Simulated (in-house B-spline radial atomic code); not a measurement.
Mg⁵⁺. Computed with a B-spline radial atomic code. Model: all-electron spherical atom, spin shells full or empty, radial basis limit, no spin-orbit coupling, Breit or QED, empty-state partial waves extrapolated as (l+1/2)^-4, RPA, G0W0 and static COHSEX of the highest shell as one setting changes (uncorrelated shells keep exact exchange).

Empty levels are discrete states of a finite basis, so the steps are uneven.

Given: element Mg; charge 5; filled core He; hamiltonian non-relativistic; mean-field start PBE; highest l of empty states 9; lowest nl shells left uncorrelated 0; highest mean-field shell 2p up; box radius 10.43 bohr.

Shell: 2s 1 1, 2p 3 0 (electrons up and down).

```json
{"highest empty level kept (hartree)": "12", "RPA correlation energy (hartree)": "-0.19345", "G0W0 level (eV)": "-185.6", "G0W0 minus most complete (meV)": "862", "COHSEX level (eV)": "-188.45", "linearised minus solved G0W0 (meV)": "-79.7"}
{"highest empty level kept (hartree)": "24", "RPA correlation energy (hartree)": "-0.23583", "G0W0 level (eV)": "-185.9", "G0W0 minus most complete (meV)": "554.6", "COHSEX level (eV)": "-189.62", "linearised minus solved G0W0 (meV)": "-81.8"}
{"highest empty level kept (hartree)": "42", "RPA correlation energy (hartree)": "-0.27172", "G0W0 level (eV)": "-186.13", "G0W0 minus most complete (meV)": "322.6", "COHSEX level (eV)": "-190.35", "linearised minus solved G0W0 (meV)": "-84"}
{"highest empty level kept (hartree)": "72", "RPA correlation energy (hartree)": "-0.29823", "G0W0 level (eV)": "-186.27", "G0W0 minus most complete (meV)": "185.3", "COHSEX level (eV)": "-190.75", "linearised minus solved G0W0 (meV)": "-85.4"}
{"highest empty level kept (hartree)": "120", "RPA correlation energy (hartree)": "-0.32367", "G0W0 level (eV)": "-186.36", "G0W0 minus most complete (meV)": "94.6", "COHSEX level (eV)": "-190.98", "linearised minus solved G0W0 (meV)": "-86.4"}
{"highest empty level kept (hartree)": "216", "RPA correlation energy (hartree)": "-0.34552", "G0W0 level (eV)": "-186.42", "G0W0 minus most complete (meV)": "40.1", "COHSEX level (eV)": "-191.12", "linearised minus solved G0W0 (meV)": "-87"}
{"highest empty level kept (hartree)": "360", "RPA correlation energy (hartree)": "-0.36088", "G0W0 level (eV)": "-186.44", "G0W0 minus most complete (meV)": "16.5", "COHSEX level (eV)": "-191.18", "linearised minus solved G0W0 (meV)": "-87.3"}
{"highest empty level kept (hartree)": "720", "RPA correlation energy (hartree)": "-0.372", "G0W0 level (eV)": "-186.45", "G0W0 minus most complete (meV)": "4.6", "COHSEX level (eV)": "-191.21", "linearised minus solved G0W0 (meV)": "-87.4"}
{"highest empty level kept (hartree)": "1440", "RPA correlation energy (hartree)": "?", "G0W0 level (eV)": "?", "G0W0 minus most complete (meV)": "?", "COHSEX level (eV)": "?", "linearised minus solved G0W0 (meV)": "?"}
{"highest empty level kept (hartree)": "3000", "RPA correlation energy (hartree)": "?", "G0W0 level (eV)": "?", "G0W0 minus most complete (meV)": "?", "COHSEX level (eV)": "?", "linearised minus solved G0W0 (meV)": "?"}
{"highest empty level kept (hartree)": "7200", "RPA correlation energy (hartree)": "-0.38031", "G0W0 level (eV)": "-186.46", "G0W0 minus most complete (meV)": "0", "COHSEX level (eV)": "-191.22", "linearised minus solved G0W0 (meV)": "-87.5"}
{"highest empty level kept (hartree)": "24000", "RPA correlation energy (hartree)": "-0.38047", "G0W0 level (eV)": "-186.46", "G0W0 minus most complete (meV)": "0", "COHSEX level (eV)": "-191.22", "linearised minus solved G0W0 (meV)": "-87.5"}
```

(1) What follows for highest empty level kept = 1440?

(2) What follows for highest empty level kept = 3000?

Results:

(1) RPA correlation energy -0.37783 hartree; G0W0 level -186.46 eV; G0W0 minus most complete 1.1 meV; COHSEX level -191.22 eV; linearised minus solved G0W0 -87.5 meV.

(2) RPA correlation energy -0.37971 hartree; G0W0 level -186.46 eV; G0W0 minus most complete 0.2 meV; COHSEX level -191.22 eV; linearised minus solved G0W0 -87.5 meV.
